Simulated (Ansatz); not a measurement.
**Question.** Predict a relaxed structure of the cluster Nb2O4⁻ (the lowest doublet isomer of a short search), charge -1, doublet, at PBE0-D4/def2-SVPD (Ansatz).

**Answer.** 
```xyz
6

Nb    0.069   -0.485   -0.952
Nb    0.317    0.314    1.895
O     1.087   -1.684   -1.708
O    -1.299   -0.052   -1.943
O    -1.121    1.019    2.512
O     0.947    0.888    0.195
```
 This is one stationary point.

In the def2 sets Nb takes a core potential; there is no spin–orbit coupling. The charge -1 doublet is spin-contaminated (final ⟨S²⟩ up to 0.97, 0.75 for a pure state). The relaxation made no stability test and no search for a lower SCF solution. No other spin state of charge -1 was run. The structure comes from a short search, and lower isomers may exist.
